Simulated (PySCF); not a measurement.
A side-by-side comparison of computed properties.

First species: C4H12SSi2.
InChI=1S/C4H12SSi2/c1-2-3-4-7-5-6/h3-4H,2,7H2,1,6H3/b4-3-

Second species: C₄H₁₀F₂SSi.
Bonds: C1–S2, S2–Si3, Si3–C4, Si3–C5, Si3–C6, C6–F7, C6–F8. Hydrogens: H9, H10, H11 on C1; H12, H13, H14 on C4; H15, H16, H17 on C5; H18 on C6.

Levels: PBE0/pcSseg-1 for dipole moment, HOMO energy, LUMO energy and HOMO–LUMO gap; GFN2-xTB for rotational constant A and rotational constant C. Geometries: GFN2-xTB. All species are isolated and taken at one optimised geometry, non-relativistic unless stated. Electronic properties by PySCF.

Dipoles, sizes and rotational constants follow the conformer. The torsions of the flexible species, by atom-mapped SMILES:
- `[CH3:1][CH2:2]/[CH:3]=[CH:4]\[SiH2:5][S:6][SiH3:7]`: C1–C2–C3–C4 -109°, C3–C4–Si5–S6 177°, C4–Si5–S6–Si7 66°
- `[CH3:1][S:2][Si:3]([CH3:4])([CH3:5])[CH:6]([F:7])[F:8]`: C1–S2–Si3–C4 54°, S2–Si3–C6–F7 75°

| property | column X | column Y |
| --- | --- | --- |
| dipole moment | 2.68 D | 1.06 D |
| HOMO energy | -7.17 eV | -6.92 eV |
| LUMO energy | -0.59 eV | 0.43 eV |
| HOMO–LUMO gap | 6.58 eV | 7.35 eV |
| rotational constant A | 3.662 GHz | 1.607 GHz |
| rotational constant C | 0.514 GHz | 0.858 GHz |

Task: Which column belongs to which species?

Result: Column X is the first species and column Y the second. The first has 19 atoms and 80 electrons, the second 18 and 82.

Task: How does each property change from the first species to the second?

Result: dipole moment -1.62 D; HOMO energy +0.25 eV; LUMO energy +1.02 eV; HOMO–LUMO gap +0.77 eV; rotational constant A -2.055 GHz; rotational constant C +0.344 GHz.

On the first: The dipole matches unit charges of opposite sign 0.56 Å apart (1 e·Å = 4.8032 D). A dipole of 2.68 D is allowed in C1, and pure rotational transitions are dipole-allowed.

On the second: In atomic units the dipole is 0.42 e·bohr (1 au = 2.5417 D).
